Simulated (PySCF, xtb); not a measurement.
selenium dioxide (O₂Se), SMILES O=[Se]=O.

xtb 6.7.1 with GFN2-xTB at its own geometry gives an orbital gap of 2.50 eV and a dipole moment of 3.24 D.

Geometry optimised at PBE0-D3(BJ)/def2-TZVP.

Problem. What does PBE/def2-TZVPD run with PySCF give? (Estimate from the structure and the level; the computed values follow.)

Solution. gap 2.78 eV (levels -7.73 and -4.95 eV), dipole 2.57 D.
